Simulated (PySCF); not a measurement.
Interval between two levels of Ta+ by level of theory

Ta+ [Xe] 4f14 5d3 6s1 [5F5, M_J = 5] → Ta+ [Xe] 4f14 5d4 [5D4, M_J = 4], as a difference of total energies. Calculation: PySCF 2.14, in x2c-SVPall-2c with one added diffuse shell each of s, d type (8s9p10d2f, 99 functions); the two-component X2C-1e Hamiltonian. "Screened" scales the spin-orbit matrix elements by Boettger's factors to mimic the two-electron term; Breit and QED terms are absent.

```tsv
method	interval between two levels (cm⁻¹)
GHF (spin-free)	12615
GHF (screened spin-orbit)	11069
```

The labels give the starting determinants; with spin-orbit coupling the two ends relaxed to ⟨J²⟩ = 30.01, ⟨L²⟩ = 12.61, ⟨S²⟩ = 5.85 and ⟨J²⟩ = 20.56, ⟨L²⟩ = 8.07, ⟨S²⟩ = 5.14.

The determinant of the upper state mixes levels of different J (the jj label is only the starting occupation), so the difference between spin-free and spin-orbit rows is not the physical spin-orbit shift.
